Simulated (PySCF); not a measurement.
A geometry optimisation, step by step.

Compound: C4H6B2O.
Numbering: `[BH2:1][O:2][BH:3][C:4]#[C:5][CH:6]=[CH2:7]` (hydrogens: H8, H9 on B1; H10 on B3; H11 on C6; H12, H13 on C7)

Method: PySCF, PBE0-D3(BJ)/def2-SVP geometry optimisation, gas phase; density fitting, grid level 1; the optimiser is geomeTRIC in internal coordinates, started from a GFN2-xTB structure with every atom displaced at random (about 0.01 Å). The frame can shift and turn from step to step; on so coarse a grid that alone can change the energy by a few meV, and forces under 0.02 eV/Å are noise.

Step 0: E = -7629.9743 eV, largest atomic force 3.835 eV/Å
```
atom  x, y, z in Å  |  force x, y, z in eV/Å
B1      3.092    1.581    0.232    0.504   1.994  -0.091
O2      2.247    0.703    0.664   -0.086  -0.303   0.071
B3      1.411   -0.209    1.094    0.236  -0.834   1.127
C4      0.177   -0.535    0.353   -3.283  -0.841  -1.797
C5     -0.893   -0.832   -0.216    2.518   0.714   1.352
C6     -2.085   -1.179   -0.870    1.035  -0.719   0.049
C7     -3.164   -0.430   -0.887   -1.316   0.997   0.005
H8      3.954    1.299   -0.517    0.636  -0.396  -0.519
H9      2.947    2.734    0.598    0.058  -0.071   0.000
H10     1.683   -0.796    2.108    0.059  -0.079   0.210
H11    -2.064   -2.148   -1.360   -0.116  -0.349  -0.251
H12    -4.061   -0.740   -1.394   -0.475  -0.344  -0.343
H13    -3.237    0.536   -0.398    0.229   0.232   0.188
```

Step 1: E = -7630.1146 eV, largest atomic force 0.749 eV/Å
```
atom  x, y, z in Å  |  force x, y, z in eV/Å
B1      3.066    1.515    0.326    0.014  -0.041  -0.092
O2      2.223    0.594    0.792   -0.011  -0.055   0.064
B3      1.387   -0.351    1.244   -0.114  -0.067  -0.101
C4      0.107   -0.657    0.461    0.530   0.508  -0.150
C5     -0.856   -0.740   -0.288   -0.412  -0.481   0.328
C6     -2.046   -1.048   -0.998   -0.007   0.113  -0.138
C7     -3.146   -0.282   -1.027   -0.003  -0.062  -0.043
H8      3.931    1.175   -0.451   -0.010  -0.020   0.031
H9      2.935    2.659    0.685   -0.021   0.068   0.049
H10     1.677   -0.937    2.257    0.023  -0.031   0.070
H11    -2.038   -2.009   -1.527   -0.006   0.008  -0.027
H12    -4.036   -0.611   -1.566   -0.015  -0.008  -0.023
H13    -3.197    0.674   -0.505    0.032   0.069   0.031
```

Step 2: E = -7630.1407 eV, largest atomic force 0.557 eV/Å
```
atom  x, y, z in Å  |  force x, y, z in eV/Å
B1      3.082    1.523    0.330    0.032   0.001   0.002
O2      2.235    0.600    0.783   -0.035  -0.018  -0.011
B3      1.392   -0.345    1.221   -0.061  -0.083   0.096
C4      0.110   -0.647    0.449    0.103   0.378  -0.396
C5     -0.878   -0.764   -0.269   -0.085  -0.364   0.402
C6     -2.066   -1.066   -0.987    0.054   0.082  -0.072
C7     -3.157   -0.287   -1.028   -0.009   0.041  -0.018
H8      3.957    1.181   -0.433   -0.005   0.005  -0.004
H9      2.954    2.667    0.705   -0.017  -0.007  -0.004
H10     1.679   -0.931    2.239    0.004  -0.024   0.002
H11    -2.064   -2.025   -1.519    0.002   0.001   0.003
H12    -4.047   -0.600   -1.577    0.013  -0.009  -0.007
H13    -3.192    0.675   -0.511    0.004  -0.005   0.009
```

Step 3: E = -7630.1700 eV, largest atomic force 0.379 eV/Å
```
atom  x, y, z in Å  |  force x, y, z in eV/Å
B1      3.069    1.524    0.314   -0.071   0.121   0.099
O2      2.238    0.589    0.770    0.229   0.033   0.020
B3      1.402   -0.357    1.213    0.004   0.005   0.113
C4      0.126   -0.622    0.432   -0.332  -0.121  -0.136
C5     -0.907   -0.827   -0.195    0.124  -0.033   0.039
C6     -2.082   -1.091   -0.949    0.074   0.048   0.041
C7     -3.134   -0.264   -1.029   -0.010   0.035  -0.017
H8      3.946    1.210   -0.457    0.001  -0.028  -0.013
H9      2.911    2.664    0.701    0.038  -0.058  -0.048
H10     1.683   -0.958    2.230   -0.013   0.045  -0.120
H11    -2.095   -2.043   -1.494   -0.008  -0.005   0.031
H12    -4.004   -0.539   -1.631   -0.009   0.043   0.034
H13    -3.148    0.697   -0.503   -0.027  -0.083  -0.042
```

Step 4: E = -7630.1716 eV, largest atomic force 0.274 eV/Å
```
atom  x, y, z in Å  |  force x, y, z in eV/Å
B1      3.155    1.539    0.361   -0.045  -0.001  -0.029
O2      2.277    0.620    0.761   -0.141   0.018  -0.106
B3      1.391   -0.307    1.148    0.110  -0.113   0.224
C4      0.107   -0.587    0.378    0.154   0.133   0.000
C5     -0.937   -0.829   -0.209   -0.107   0.052  -0.135
C6     -2.121   -1.109   -0.942   -0.036  -0.065  -0.016
C7     -3.185   -0.297   -1.028    0.052   0.028   0.053
H8      4.038    1.197   -0.392    0.032   0.025   0.001
H9      3.029    2.674    0.763    0.022  -0.020  -0.001
H10     1.653   -0.928    2.153   -0.029  -0.032   0.009
H11    -2.133   -2.072   -1.467   -0.007  -0.019   0.007
H12    -4.063   -0.585   -1.610    0.011  -0.011   0.003
H13    -3.206    0.667   -0.513   -0.017   0.006  -0.011
```

Step 5: E = -7630.1775 eV, largest atomic force 0.046 eV/Å
```
atom  x, y, z in Å  |  force x, y, z in eV/Å
B1      3.118    1.535    0.343    0.005  -0.028   0.011
O2      2.260    0.608    0.767   -0.020   0.010   0.002
B3      1.395   -0.328    1.179    0.008  -0.018   0.024
C4      0.116   -0.597    0.394   -0.021   0.030  -0.028
C5     -0.920   -0.821   -0.217    0.034  -0.006  -0.008
C6     -2.103   -1.102   -0.950   -0.007   0.000   0.002
C7     -3.164   -0.284   -1.027    0.007   0.004   0.009
H8      3.999    1.199   -0.416    0.008   0.020  -0.010
H9      2.988    2.672    0.738   -0.001  -0.001  -0.008
H10     1.661   -0.945    2.185   -0.004  -0.007  -0.005
H11    -2.120   -2.065   -1.475   -0.006  -0.004   0.013
H12    -4.047   -0.569   -1.603    0.003  -0.008  -0.004
H13    -3.178    0.680   -0.514   -0.005   0.009   0.000
```

Step 6: E = -7630.1779 eV, largest atomic force 0.035 eV/Å
```
atom  x, y, z in Å  |  force x, y, z in eV/Å
B1      3.124    1.532    0.345   -0.019   0.025   0.016
O2      2.265    0.605    0.766    0.023  -0.011  -0.013
B3      1.397   -0.330    1.176   -0.005  -0.005   0.006
C4      0.119   -0.592    0.388   -0.018   0.013  -0.018
C5     -0.919   -0.816   -0.221    0.018   0.005   0.001
C6     -2.107   -1.099   -0.946    0.009  -0.004   0.005
C7     -3.168   -0.283   -1.027    0.006  -0.002  -0.004
H8      4.008    1.209   -0.416   -0.010  -0.019   0.003
H9      2.989    2.667    0.745    0.007   0.007  -0.002
H10     1.658   -0.950    2.181    0.001  -0.006  -0.005
H11    -2.127   -2.068   -1.461   -0.005  -0.007   0.010
H12    -4.051   -0.579   -1.598   -0.005   0.009   0.003
H13    -3.183    0.687   -0.526   -0.001  -0.004  -0.001
```

Step 7: E = -7630.1784 eV, largest atomic force 0.025 eV/Å
```
atom  x, y, z in Å  |  force x, y, z in eV/Å
B1      3.129    1.534    0.351   -0.009   0.008  -0.011
O2      2.268    0.605    0.765    0.017  -0.002   0.012
B3      1.398   -0.330    1.168   -0.014   0.013  -0.015
C4      0.121   -0.585    0.375    0.010  -0.003   0.016
C5     -0.919   -0.813   -0.229   -0.004  -0.002  -0.011
C6     -2.111   -1.102   -0.943    0.004   0.004   0.005
C7     -3.169   -0.283   -1.026   -0.005  -0.002  -0.015
H8      4.012    1.210   -0.412    0.000  -0.006   0.005
H9      2.997    2.668    0.752    0.002  -0.002   0.005
H10     1.653   -0.957    2.170    0.007  -0.006  -0.004
H11    -2.138   -2.077   -1.445   -0.005  -0.003   0.008
H12    -4.058   -0.581   -1.586   -0.004   0.006   0.004
H13    -3.178    0.694   -0.537    0.003  -0.005   0.000
```

Step 8: E = -7630.1787 eV, largest atomic force 0.034 eV/Å
```
atom  x, y, z in Å  |  force x, y, z in eV/Å
B1      3.137    1.536    0.356    0.011   0.001  -0.002
O2      2.274    0.606    0.762   -0.002   0.001   0.009
B3      1.399   -0.329    1.156   -0.008   0.012  -0.021
C4      0.122   -0.578    0.361    0.018  -0.010   0.026
C5     -0.920   -0.811   -0.236   -0.015   0.002  -0.009
C6     -2.118   -1.106   -0.938   -0.010  -0.004  -0.006
C7     -3.173   -0.283   -1.027   -0.001   0.013  -0.005
H8      4.021    1.216   -0.405   -0.004  -0.003   0.000
H9      3.008    2.667    0.768   -0.005   0.002   0.002
H10     1.651   -0.964    2.154    0.008  -0.005  -0.001
H11    -2.156   -2.091   -1.420   -0.003  -0.003   0.005
H12    -4.070   -0.583   -1.572    0.005  -0.010  -0.001
H13    -3.170    0.702   -0.555    0.004   0.005   0.003
```

Step 9: E = -7630.1790 eV, largest atomic force 0.021 eV/Å
```
atom  x, y, z in Å  |  force x, y, z in eV/Å
B1      3.140    1.539    0.360    0.015  -0.006  -0.007
O2      2.278    0.605    0.758   -0.018   0.007   0.009
B3      1.402   -0.332    1.146    0.002   0.005  -0.009
C4      0.123   -0.575    0.353    0.004  -0.014   0.015
C5     -0.922   -0.810   -0.239    0.000   0.002   0.002
C6     -2.125   -1.109   -0.930    0.004   0.007   0.004
C7     -3.173   -0.278   -1.029   -0.006  -0.004  -0.017
H8      4.023    1.222   -0.405    0.002   0.005  -0.002
H9      3.013    2.666    0.781   -0.006  -0.001   0.001
H10     1.654   -0.974    2.139    0.007  -0.005  -0.002
H11    -2.174   -2.103   -1.393   -0.004   0.000   0.005
H12    -4.075   -0.584   -1.563   -0.003   0.004  -0.001
H13    -3.159    0.716   -0.576    0.004   0.000   0.001
```

Question: Summarise the path.

Answer: The energy falls by 0.2047 eV from step 0 to step 9; nine tenths of that is first reached at step 3. It falls at every step. The largest force goes from 3.835 to 0.021 eV/Å. Among the bonds B3–C4 changes most, from 1.475 to 1.525 Å; the atoms move by 0.072 Å rms after alignment.

Question: Follow the three bonds and two angles with the largest change from start to end.

Answer: 
| step | E above end (eV) | largest force (eV/Å) | B3–C4 (Å) | B1–O2 (Å) | B1–H8 (Å) | H12–C7–H13 (°) | O2–B1–H8 (°) |
| --- | --- | --- | --- | --- | --- | --- | --- |
| 0 | 0.2047 | 3.835 | 1.475 | 1.293 | 1.176 | 114.4 | 121.9 |
| 1 | 0.0643 | 0.749 | 1.531 | 1.332 | 1.211 | 117.6 | 118.9 |
| 2 | 0.0383 | 0.557 | 1.527 | 1.332 | 1.211 | 117.7 | 118.6 |
| 3 | 0.0089 | 0.379 | 1.519 | 1.332 | 1.209 | 118.4 | 119.2 |
| 4 | 0.0073 | 0.274 | 1.523 | 1.332 | 1.210 | 117.9 | 118.2 |
| 5 | 0.0015 | 0.046 | 1.525 | 1.332 | 1.210 | 117.9 | 118.4 |
| 6 | 0.0010 | 0.035 | 1.525 | 1.332 | 1.210 | 118.0 | 119.0 |
| 7 | 0.0005 | 0.025 | 1.525 | 1.332 | 1.210 | 117.9 | 118.7 |
| 8 | 0.0002 | 0.034 | 1.525 | 1.332 | 1.210 | 117.8 | 118.7 |
| 9 | 0.0000 | 0.021 | 1.525 | 1.332 | 1.210 | 117.9 | 118.5 |

The cost below is that of the whole optimisation. The run took 60 s of wall time on Arm Neoverse V1, one thread, no GPU, shared host with 64 logical CPUs at a one-minute load of 33, and the process peaked at 0.51 GiB of memory.
